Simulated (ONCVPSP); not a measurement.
**An all-electron radial function and its pseudo partner (carbon)**

Columns: radius, all-electron u(r) and pseudo u(r) of the 2s shell (level -40.38 eV) of carbon in the configuration [He] 2s2; PBE, scalar-relativistic, ONCV scheme, ONCVPSP 4.0.1.

| r (bohr) | all-electron | pseudo |
| --- | --- | --- |
| 0.055 | -0.2832 | 0.0323 |
| 0.110 | -0.3938 | 0.0658 |
| 0.165 | -0.3950 | 0.1018 |
| 0.220 | -0.3294 | 0.1416 |
| 0.275 | -0.2255 | 0.1861 |
| 0.330 | -0.1020 | 0.2358 |
| 0.385 | 0.0284 | 0.2903 |
| 0.440 | 0.1576 | 0.3490 |
| 0.495 | 0.2803 | 0.4110 |
| 0.550 | 0.3932 | 0.4755 |
| 0.605 | 0.4946 | 0.5414 |
| 0.660 | 0.5839 | 0.6074 |
| 0.715 | 0.6612 | 0.6712 |
| 0.770 | 0.7267 | 0.7300 |
| 0.825 | 0.7805 | 0.7812 |
| 0.880 | 0.8233 | 0.8233 |
| 0.935 | 0.8557 | 0.8557 |
| 0.990 | 0.8786 | 0.8786 |
| 1.045 | 0.8929 | 0.8929 |
| 1.100 | 0.8995 | 0.8994 |
| 1.155 | 0.8992 | 0.8992 |
| 1.210 | 0.8930 | 0.8930 |
| 1.265 | 0.8818 | 0.8817 |
| 1.320 | 0.8661 | 0.8661 |
| 1.375 | 0.8469 | 0.8469 |
| 1.430 | 0.8247 | 0.8247 |

(1) How many radial nodes do the two functions have?

(2) At about which radius was the pseudo-wave matched?

(3) Is the pseudo-wave norm-conserving?

## Answers

(1) The all-electron 2s function has n − l − 1 = 1; the pseudo-wave has 0, since the states of the same l below it are removed with the core.

(2) 1.00 bohr. The columns agree to 0.0005 from 0.88 bohr on; several derivatives are matched, so the curves merge somewhat inside the radius.

(3) Yes: the ONCV scheme keeps the norm inside the radius equal to the all-electron one, which fixes the energy derivative of the logarithmic derivative at the level.
